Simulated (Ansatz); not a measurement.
`S[CH2][ZnH]` + `OC(F)F` → `FC(F)[O][ZnH]` + CH₃SH at 700 K and 1 bar (ligand exchange at a Zn–C bond).

Computed with Ansatz on PBE0-D4/def2-TZVP structures; ΔE is electronic, products minus reactants. CCSD(T)/CBS adds triple-zeta CCSD(T) − MP2 to the extrapolated MP2 energy (def2 sets, frozen cores). This one scheme is used for every species. For Zn outer-core shells are correlated without core-valence functions, which leaves a few kJ/mol of doubt a bond. Scalar relativity is left out up to krypton. Each species was taken in one conformer, which may not be the lowest.

| species | CCSD(T)/CBS energy (Eh) | H − E (kJ/mol) | S (J/(mol·K)) |
| --- | --- | --- | --- |
| `S[CH2][ZnH]` | -2216.58625 | 165.9 | 392.6 |
| `OC(F)F` | -314.01610 | 142.9 | 339.1 |
| `FC(F)[O][ZnH]` | -2092.41029 | 147.7 | 431.1 |
| CH₃SH | -438.22835 | 160.2 | 309.0 |

H − E and S are ideal-gas, rigid-rotor, harmonic terms from PBE0-D4/def2-TZVP, for one conformer and one mirror image of each species. 1 Eh = 2625.50 kJ/mol, R = 8.31446 J/(mol·K).

Question: By hand: ΔE, ΔH, ΔS and ΔG.

Answer: ΔE = (-2092.41029) + (-438.22835) − (-2216.58625) − (-314.01610) = -0.03629 Eh = -95.3 kJ/mol. Δ(H − E) = 147.7 + 160.2 − 165.9 − 142.9 = -0.9, so ΔH = -96.2 kJ/mol. ΔS = 431.1 + 309.0 − 392.6 − 339.1 = 8.4 J/(mol·K). ΔG = -96.2 − 700 × (8.4)/1000 = -102.1 kJ/mol.

Question: By hand: the equilibrium constant, and the temperature at which ΔG would vanish if ΔH and ΔS stayed fixed.

Answer: log₁₀ K = −ΔG/(RT ln 10) = 7.6. ΔH and −TΔS have one sign here, so there is no such temperature.

The number of gas molecules stays the same, so ΔS is small and ΔH decides. A doubt of 5 kJ/mol in ΔE shifts log₁₀ K by 0.4 here. Other conformers and mirror images would add mixing entropy, several J/(mol·K) or more a flexible species. Modes under 60 cm⁻¹, often nearly free rotors, make the harmonic entropy too high. These are equilibria of isolated gas molecules and say nothing of rates. Largest T1 diagnostic: 0.015 (customary marks: 0.02 for closed shells, 0.045 for open ones).

ΔS is within the doubt of such terms, so its sign, and with it that verdict, could turn.
